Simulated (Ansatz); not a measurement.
Species: C$_{7}$H$_{13}$BS, SMILES `B[C@]12CC[C@H](CC1)[C@@H]2S` (charge 0, multiplicity 1).

Q: Give a relaxed geometry from PBE0-D3(BJ)/def2-SVP in Ansatz (a first-principles code).

A: Several could match; the one computed here: the end point of this relaxation, one of several conformers (outside a Z-matrix the atoms follow the SMILES, hydrogens last).
Cartesian coordinates (Å) in one orientation:
```xyz
22

B      1.724     1.071     1.324
C      0.708     0.308     0.430
C     -0.083    -0.610     1.419
C     -1.391    -0.929     0.641
C     -1.196    -0.210    -0.698
C     -0.106    -0.939    -1.495
C      1.192    -0.604    -0.718
C     -0.473     1.057    -0.219
S      0.097     2.221    -1.496
H      1.392     2.093     1.880
H      2.815     0.602     1.562
H      0.500    -1.508     1.667
H     -0.307    -0.095     2.368
H     -1.546    -2.010     0.509
H     -2.270    -0.536     1.174
H     -2.129    -0.046    -1.257
H     -0.308    -2.019    -1.555
H     -0.056    -0.551    -2.522
H      1.706    -1.492    -0.323
H      1.911    -0.078    -1.363
H     -1.052     1.617     0.532
H     -1.128     2.658    -1.860
```
